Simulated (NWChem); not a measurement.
System: C₂H₃ClN₂Si; SMILES N1[SiH](Cl)N=CC=1

```xyz
9

Cl    -0.3475    -2.0357     0.0000
Si     0.6319    -0.2382     0.0000
N      0.0941     0.7999     1.3470
C     -0.3952     1.8205     0.7636
C     -0.3952     1.8205    -0.7636
N      0.0941     0.7999    -1.3470
H      2.0951    -0.4623     0.0000
H     -0.8047     2.6802     1.3218
H     -0.8047     2.6802    -1.3218
```
Atoms are numbered in this order, from 1.

Program: NWChem. Structure relaxed at the PBE0/def2-SVP level. Total energies compare along this basis series because the functional is fixed.

| level | basis functions | energy (Ha) | highest occupied level (eV) | orbital gap (eV) | dipole (D) |
|---|---|---|---|---|---|
| B3LYP/def2-SVP | 107 | -936.9051 | ? | 4.85 | ? |
| B3LYP/def2-SVPD | 155 | -936.9286 | -7.88 | 4.84 | 2.34 |
| B3LYP/def2-TZVP | 216 | -937.3892 | -7.78 | 4.83 | 2.21 |
| B3LYP/def2-TZVPP | 250 | -937.3903 | -7.78 | 4.83 | 2.21 |

Question: What belongs in the gaps?

Answer: 
- B3LYP/def2-SVP, highest occupied level (eV): -7.64
- B3LYP/def2-SVP, dipole (D): 1.97
